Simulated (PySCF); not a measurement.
# Structure elucidation problem

An unknown has the formula C₂H₆BFO. Its calculated NMR data are:

$^{1}$H NMR (300 MHz, computed): δ 5.76 (br, 1H), 3.21 (s, 3H), 2.99 (d, J = 2.7 Hz, 2H).

$^{13}$C{$^{1}$H} NMR (computed): δ 69.6 (CH2, d, J = 24.2 Hz), 62.0 (CH3).

All values are calculated (PySCF 2.14): geometry: PBE0-D3(BJ)/def2-SVP, GIAO PBE0/pcSseg-1 shieldings, B3LYP/pcJ-1 coupling constants (spin–dipole term only in couplings to heteroatoms). Isolated molecule, no relativistic terms, one computed conformer, fast rotation and ring inversion assumed for equivalent nuclei.

Scale: TMS for $^{1}$H (31.27 ppm), $^{13}$C (184.41 ppm) (reference shieldings calculated alike).

Q: What is the structure?

A: 
1. 2 carbon signals for 2 carbons: no two carbons are equivalent.
2. Carbon types of the structure: 1 × CH2, 1 × CH3, leaving 1 H on heteroatoms.
3. δC 69.6: sp3 CH2 bonded to B and O; deshielded by the electronegative neighbour.
4. δC 62.0: methyl carbon bonded to O; deshielded by the electronegative neighbour.
5. δH 5.76: hydrogen on a boron bonded to C, F.
6. δH 3.21: hydrogen on a methyl carbon bonded to O; its carbon carries O, hence the downfield position.
7. δH 2.99: hydrogen on an sp3 CH2 bonded to B and O; its carbon carries O, an electronegative neighbour.

The compound is SMILES B(COC)F.

The shifts were computed for this structure.

Hydrogens on boron are broadened and split by $^{11}$B (spin 3/2, 80 %) and 10B (spin 3). A carbon bonded to boron is broadened by the quadrupolar boron nucleus and is often missing from a measured spectrum. C–F couplings over four or more bonds (about 3 Hz to the para carbon of a fluoroarene) are left out. Splittings below 1 Hz are ignored in the labels, and close J values are merged. Shifts are as computed. Against solution values, carbons near 30 ppm lie about +2 ppm off and those near 130 ppm about +5 ppm. Of 1211 compounds with measured shifts, 218 miss one by over three times the rms of a fit or turn the order of signals round; such compounds aren't used in these exercises. Vicinal couplings across rotatable single bonds and in flexible rings belong to the one computed conformer; a conformer average would change them.
